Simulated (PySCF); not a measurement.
# What a mistake does to a calculation on B2GeH6Si

These are calculations, not measurements. The program is PySCF 2.14.0, an open-source quantum chemistry code, run on an isolated molecule that a program drew, which may never have been made. The molecule is B2GeH6Si (charge 0, singlet), drawn as the SMILES string `B[SiH2][Ge][BH2]`.

Each row is a Hartree-Fock (HF) and frozen-core CCSD(T) single point in the cc-pV(D+d)Z basis, meant for a local HF minimum. Run 1 is clean. Each other run has one planted mistake out of seven kinds, and not every kind appears here: one electron removed, one electron added, multiplicity raised by two, geometry at a saddle point, minimal basis STO-3G, one bond length entered in bohr, all coordinates scaled. The reference is restricted for singlets and unrestricted otherwise, and also for a bond in bohr. Adding or removing an electron swaps singlet and doublet. Electrons count all cores. HOMO and LUMO are orbital energies over both spins, the gradient is its largest component, and the lowest frequency (negative if imaginary) is given only where the gradient is small. Bond lengths are over the 9 bonds as drawn. T1 is the CCSD diagnostic: over 0.02 (restricted) or 0.045 (unrestricted) a single reference is doubtful. Germanium has the cc-pVDZ-PP basis, with a core potential (ECP10MDF) in place of its 10 inner electrons, and its 3s, 3p and 3d shells are frozen in CCSD(T).

Geometry of the clean run:
```xyz
10
B2GeH6Si, angstrom
B    -0.7490   -0.5961    0.7105
Si   -0.2228   -1.4874   -0.9439
Ge    1.2984    0.4818   -0.1347
B     2.0519   -0.2280   -1.8686
H    -0.3790   -1.0273    1.7686
H    -1.5247    0.3205    0.6745
H    -0.8436   -1.1891   -2.2499
H     0.5233   -2.7615   -0.9630
H     2.9183   -1.0597   -1.8537
H     1.7446    0.2862   -2.9098
```

```
run,electrons,basis functions,<S^2>,HOMO (eV),LUMO (eV),gradient (hartree/bohr),lowest frequency (cm^-1),mean bond (Å),longest bond (Å),T1,HF (hartree),CCSD(T) (hartree),mistake
1,62,104,0.000,-8.46,0.15,3.0e-05,38,1.5939,2.617,0.0191,-635.08850,-635.53547,no fault
2,63,104,0.773,-1.75,6.13,1.4e-02,-,1.5939,2.617,0.0193,-635.11683,-635.58109,one electron added
3,61,104,0.788,-14.91,-6.81,3.0e-02,-,1.5939,2.617,0.0219,-634.80897,-635.21814,one electron removed
4,62,104,2.066,-7.61,-1.35,3.3e-02,-,1.5939,2.617,0.0981,-635.03471,-635.46476,?
```

**Which mistake was planted in run 4, and what did it cost?**

Electrons, basis and geometry are unchanged, and <S^2> is 2.066, beside S(S+1) = 2.00 for a multiplicity of 3. So the mistake is: multiplicity raised by two. Subtracting run 1 and multiplying by 627.51 kcal/mol a hartree, the energy moved by 33.8 kcal/mol in HF and 44.4 kcal/mol in CCSD(T).

Cautions from the logs. Run 4: T1 is over the limit, so its CCSD(T) energy is less reliable.
